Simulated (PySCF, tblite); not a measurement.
A database entry of computed molecular properties. Lists by class give the value and the number of equivalent atoms.

```json
{
 "formula": "C6H5F2",
 "smiles": "C=CC=[C]C=C(F)F",
 "charge": 0,
 "multiplicity": 2,
 "geometry_level": "GFN2-xTB",
 "electronic_structure_code": "PySCF",
 "results": {
  "GFN2-xTB geometry": {
   "point_group": "C1",
   "rotational_constants_GHz": [6.995, 0.755, 0.714]
  },
  "GFN2-xTB harmonic vibrations, gas phase": {
   "strongest_ir_bands_cm-1_km_per_mol_modes": [
    [860.8, 95.2, 1],
    [1138.8, 56.5, 1],
    [1172.5, 129.2, 1],
    [1222.4, 59.3, 1],
    [1522.1, 228.8, 1],
    [1931.9, 70.0, 1]
   ],
   "zpe_kcal_per_mol": 54.2
  },
  "UKS B3LYP, pcH-1 on C F H, non-relativistic, mean-field spin-orbit, GIAO": {
   "g_iso": 2.00325,
   "g_tensor": [2.00193, 2.00358, 2.00423],
   "s2": 0.777,
   "a_iso_by_class_MHz": [
    ["1H", 105.6, 1],
    ["19F", 98.7, 1],
    ["19F", 90.8, 1],
    ["13C", 79.3, 1],
    ["13C", 64.6, 1]
   ]
  }
 }
}
```

⟨S²⟩ is 0.027 above the pure-spin value S(S + 1) = 0.75. With B = h/(8π²I), that is 505.379 GHz u Å² over I, the principal moments of inertia are 72.2, 669.6 and 708.3 u Å² (most abundant isotopes); the inertial defect Ic − Ia − Ib is -33.5 u Å² (zero for a rigid planar frame, negative otherwise).

 In GFN2-xTB open shells enter through the occupations alone, without spin polarisation, so single modes can be far off. Hyperfine couplings depend on the geometry, which wasn't re-optimised at a DFT level.

The values belong to the conformer `[CH2:1]=[CH:2][CH:3]=[C:4][CH:5]=[C:6]([F:7])[F:8]`: C1–C2–C3–C4 180°.
